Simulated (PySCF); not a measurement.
**Shifts of the heteroatoms**

Geometry (Å), atoms numbered from 1 in this order:
```xyz
12

B     0.8394   -1.1415    0.3025
N     1.3088    0.1918    0.4788
B     0.5111    1.3366    0.1914
N    -0.8091    1.1039   -0.2900
B    -1.3395   -0.2029   -0.4911
N    -0.4895   -1.3039   -0.1843
H     1.5320   -2.0853    0.5530
H     2.2449    0.3311    0.8195
H     0.9326    2.4460    0.3477
H    -1.3912    1.8967   -0.5006
H    -2.4519   -0.3683   -0.9011
H    -0.8424   -2.2363   -0.3179
```

[PySCF 2.14.0 with density-fitted response routines: PBE0/pcSseg-2 with gauge-including orbitals; geometry: PBE0-D3(BJ)/def2-TZVP; a single conformation; gas phase; non-relativistic Hamiltonian; averaged over atoms made equivalent by symmetry, fast rotation or ring inversion]

(1) Where does $^{11}$B resonate?

(2) Where does $^{15}$N resonate?

## Answers

(1) 
| atoms | environment | σ (ppm) | δ (ppm) |
| --- | --- | --- | --- |
| B1/B3/B5 | boron bonded to 2 N, H, in a 6-membered ring | 70.8 | 27.2 |

Shieldings were converted by a linear fit to measured shifts: $^{11}$B (scatter 2.2 ppm rms, 9.5 ppm with the 3 outliers that the fit left out vs BF3·OEt2, solution or neat liquid). Occasional misses reach two or three times the rms, and more in compound classes unlike the fitted ones.

On a 500 MHz spectrometer $^{11}$B resonates near 160.4 MHz, so 1 ppm is 160.4 Hz.

(2) 
```
   atoms                                      environment  σ (ppm)  δ (ppm)
N2/N4/N6  nitrogen bonded to 2 B, H, in a 6-membered ring    120.3   -261.3
```

Shieldings were converted by a linear fit to measured shifts: $^{15}$N (scatter 6.7 ppm rms vs CH3NO2, solution or neat liquid). Occasional misses reach two or three times the rms, and more in compound classes unlike the fitted ones.

On a 600 MHz spectrometer $^{15}$N resonates near 60.8 MHz, so 1 ppm is 60.8 Hz.
